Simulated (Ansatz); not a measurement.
Frontier orbitals of `C[N](C)[Ti]1234([F])([N](C)C)[C@H]5[C@@H]1[C@@H]2[C@@H]3[C@H]54`.

```xyz
30

C    -1.223    0.199    2.129
N    -0.476   -0.777    1.387
C     0.076   -1.806    2.229
Ti    0.277   -0.546   -0.348
F     0.213   -2.233   -1.002
N    -1.076    0.483   -1.177
C    -1.247    1.767   -1.792
C    -2.293   -0.303   -1.264
C     2.604   -0.643    0.017
C     2.118    0.487    0.710
C     1.639    1.403   -0.244
C     1.850    0.847   -1.529
C     2.449   -0.411   -1.366
H    -2.030   -0.276    2.705
H    -1.668    0.932    1.454
H    -0.592    0.744    2.852
H     0.606   -2.554    1.634
H     0.776   -1.405    2.980
H    -0.720   -2.332    2.776
H    -2.070    2.323   -1.319
H    -0.347    2.374   -1.709
H    -1.499    1.673   -2.859
H    -3.120    0.191   -0.734
H    -2.161   -1.293   -0.820
H    -2.598   -0.445   -2.310
H     2.995   -1.544    0.466
H     2.088    0.611    1.782
H     1.179    2.354   -0.026
H     1.570    1.295   -2.471
H     2.681   -1.113   -2.153
```

Total charge 0; spin multiplicity 1. Correlated methods include outer-core shells of Ti, which these sets cover unevenly. Scalar relativity is left out up to krypton. The structure was optimised at the PBE0-D4/def2-TZVP level. It is one conformer, not always the lowest. Basis def2-TZVPP, the Gaussian-basis code of Ansatz.

| functional | HOMO (eV) | LUMO (eV) | gap (eV) |
| --- | --- | --- | --- |
| PBE | -4.75 | -2.02 | 2.73 |
| BLYP | -4.64 | -1.92 | 2.72 |
| r2SCAN | -4.93 | -1.90 | 3.03 |
| PBE0 | -5.88 | -0.99 | 4.89 |
| ωB97M-V | -8.05 | 1.11 | 9.16 |

From PBE to PBE0 the HOMO moves by −1.13 eV and the LUMO by +1.03 eV, and with ωB97M-V by −3.30 and +3.13 eV, so the gap grows from 2.73 to 9.16 eV with exact exchange. A positive LUMO is unbound and depends on the basis.
